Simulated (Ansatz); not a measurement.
Molecule: SF, charge 0, multiplicity 2. SMILES: F[S]
Geometry: optimised at B3LYP-D3(BJ)/def2-TZVP (Ansatz, an electronic-structure program).

Quantity: vertical electron affinity (to the singlet state of charge -1; a negative value means that the extra electron is unbound and the number depends on the basis; each state is the SCF solution reached for its spin), in eV. Valence correlation only, unless marked. UHF or UKS for open shells. No spin-orbit coupling. Non-relativistic. Anions need diffuse functions: aug- sets have them; def2-D sets add few. Basis-set limits of correlation are two-point, X^-3; Hartree-Fock from the larger set.

CCSD(T)/CBS(aug-cc-pV(T+d)Z,aug-cc-pV(Q+d)Z) (Ansatz) gives 2.20 eV.

Problem. Another calculation gave 2.14 eV. Which level was it?
A) BHLYP/def2-TZVPD (Ansatz)
B) SVWN5/def2-TZVPD (Ansatz)
C) B3LYP/def2-TZVPD (Ansatz)

Solution. C, B3LYP/def2-TZVPD (Ansatz). The others give 2.28 (SVWN5), 2.00 (BHLYP) eV.
